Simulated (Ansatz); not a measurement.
Cost and result up the ladder for Al₅O₉H₃ (17 atoms). Total charge 0; singlet. Geometry: r2SCAN-D4/def2-SVP.

Cartesian coordinates in Å:
```
Al -1.032 2.554 -1.004
Al 0.716 -1.127 2.110
Al 0.857 -2.829 -0.546
Al 0.314 1.311 1.379
Al -0.963 -0.476 -0.726
O -1.478 3.931 -1.855
O 1.418 -2.154 0.896
O -1.454 0.971 -1.473
O 0.580 2.479 -0.039
O 1.492 -4.233 -1.249
O -0.595 -0.159 0.950
O 1.387 0.522 2.406
O -0.431 -1.961 -1.324
O -0.704 2.764 0.859
H 1.176 -4.611 -2.073
H -1.296 4.850 -1.651
H 0.012 -1.833 3.340
```

Ansatz on 4 threads of Arm Neoverse V1 on a shared host. Times are rough, and most runs start from the orbitals of an earlier one. No level here is sound enough to serve as a yardstick. Binding counts from free atoms at the same level (Al doublet, O triplet, H doublet; other spins of the atoms weren't run), without zero-point energy or a counterpoise term.

Correlated methods freeze 34 core orbitals. The rows differ in basis, and correlated rows in double-zeta sets carry the largest basis error. Another isomer (singlet) lies 4.35 eV lower at PBE0-D4/def2-TZVP; other spin states weren't run for this one.

Run but left out: HF/STO-3G (restricted singlet, unstable in another Hartree–Fock run and untested here).

Correlated methods converge slowly with the basis, most of all in double-zeta sets.

| level | functions | wall time | binding energy per atom (eV) | remarks |
| --- | --- | --- | --- | --- |
| PBE-D4/def2-SVP | 231 | 6 s | 4.78 | restricted SCF unstable in HF |
| PBE0-D4/def2-SVP | 231 | 9 s | 4.59 | restricted SCF unstable in HF |
| MP2/def2-SVP | 231 | 11 s | 4.61 | restricted SCF unstable |
| PBE-D4/def2-TZVP (with forces) | 482 | 20 s | 4.77 | restricted SCF unstable in HF |
| r2SCAN-D4/def2-TZVP | 482 | 30 s | 4.76 | restricted SCF unstable in HF |
| PBE0-D4/def2-TZVP | 482 | 54 s | 4.61 | restricted SCF unstable in HF |
| B97M-V/def2-TZVP | 482 | 55 s | 4.71 | restricted SCF unstable in HF |
